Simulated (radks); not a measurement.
Results of a calculation; reference values are marked as such.
Valence configurations of Dy IV (all share [Xe]). Code: a radial shooting solver on a logarithmic mesh with Libxc functionals. Model: Dirac Kohn-Sham, LDA (Slater exchange, Perdew-Wang correlation), spin-unpolarised, spherical densities, finite nucleus; open shells fill j = l - 1/2 first; Fermi nuclear charge, rms radius 5.2218 fm. Order these by energy: 4f8 5d1; 4f8 6p1; 4f6 6s1 6p2; 4f9; 4f8 6s1; 4f7 5d1 6s1; 4f7 6s2; 4f8.5 6p0.5; 4f7 6p2.

Answer. From the lowest, in eV above it: 4f9 0.000; 4f8.5 6p0.5 9.097; 4f8 5d1 11.633; 4f8 6s1 14.964; 4f8 6p1 20.338; 4f7 5d1 6s1 33.247; 4f7 6s2 38.541; 4f7 6p2 50.195; 4f6 6s1 6p2 84.560. NIST lists [Xe] 4f9 as the ground configuration; this level of theory agrees among the configurations tried. The energies are those of spherical spin-averaged densities, not of single terms.
